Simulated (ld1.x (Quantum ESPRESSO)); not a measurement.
u(r) = r·R(r): atom against pseudo-atom (zinc (Zn))

Columns: radius, all-electron u(r) and pseudo u(r) of the 3p shell (level -83.46 eV) of zinc in the configuration [Ne] 3s2 3p6 3d10 4s2 4p0; PW91, scalar-relativistic, PAW scheme, ld1.x (Quantum ESPRESSO) 7.5.

| r (bohr) | all-electron | pseudo |
| --- | --- | --- |
| 0.080 | 0.5749 | -0.0146 |
| 0.160 | 0.5782 | -0.0569 |
| 0.240 | 0.0700 | -0.1232 |
| 0.320 | -0.4977 | -0.2074 |
| 0.400 | -0.9239 | -0.3018 |
| 0.480 | -1.1716 | -0.3982 |
| 0.560 | -1.2695 | -0.4883 |
| 0.640 | -1.2627 | -0.5647 |
| 0.720 | -1.1918 | -0.6218 |
| 0.800 | -1.0869 | -0.6558 |
| 0.880 | -0.9680 | -0.6655 |
| 0.960 | -0.8478 | -0.6516 |
| 1.040 | -0.7334 | -0.6174 |
| 1.120 | -0.6285 | -0.5675 |
| 1.200 | -0.5348 | -0.5074 |
| 1.280 | -0.4526 | -0.4428 |
| 1.360 | -0.3813 | -0.3789 |
| 1.440 | -0.3201 | -0.3198 |
| 1.520 | -0.2679 | -0.2679 |
| 1.600 | -0.2237 | -0.2237 |
| 1.680 | -0.1865 | -0.1865 |
| 1.760 | -0.1552 | -0.1552 |
| 1.840 | -0.1289 | -0.1289 |
| 1.920 | -0.1070 | -0.1070 |
| 2.000 | -0.0888 | -0.0888 |
| 2.080 | -0.0735 | -0.0735 |

(1) How many radial nodes do the two functions have?

(2) At about which radius was the pseudo-wave matched?

(3) Where does each function peak?

(4) Is the pseudo-wave norm-conserving?

Results:

(1) The all-electron 3p function has n − l − 1 = 1; the pseudo-wave has 0, since the states of the same l below it are removed with the core.

(2) 1.55 bohr. The columns agree to 0.0005 from 1.44 bohr on; several derivatives are matched, so the curves merge somewhat inside the radius.

(3) Outermost all-electron maximum near 0.56 bohr, pseudo maximum near 0.88 bohr (to the table’s step).

(4) No, it belongs to a PAW set: the norm inside the radius is not constrained, and the difference is carried by the augmentation charge.
